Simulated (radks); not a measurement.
Q: All-electron atom: Ca II in [Ar] 3d1 (not the ground configuration). All-electron calculation, scalar-relativistic Kohn-Sham, PBE, spin-polarised, spherical densities, point nucleus; open shells are filled with parallel spins first. Program: a radial shooting solver on a logarithmic mesh with Libxc functionals. Some entries of the table are withheld. Estimate them.

orbital  occ.  eigenvalue (eV)  <1/r> (bohr^-1)
1s down     1        -3952.693            19.74
1s up       1        -3952.681            19.74
2s up       1        -416.9822            4.047
2s down     1        -416.8667            4.048
2p up       3        -337.4026            3.950
2p down     3        -337.3154            3.951
3s up       1         -50.2994              (1)
3s down     1         -49.7238              (2)
3p up       3         -31.4231            1.060
3p down     3         -30.8094            1.063
3d up       1          -5.9519           0.6059

A: 
(1) 3s up <1/r> (bohr^-1): 1.198
(2) 3s down <1/r> (bohr^-1): 1.200
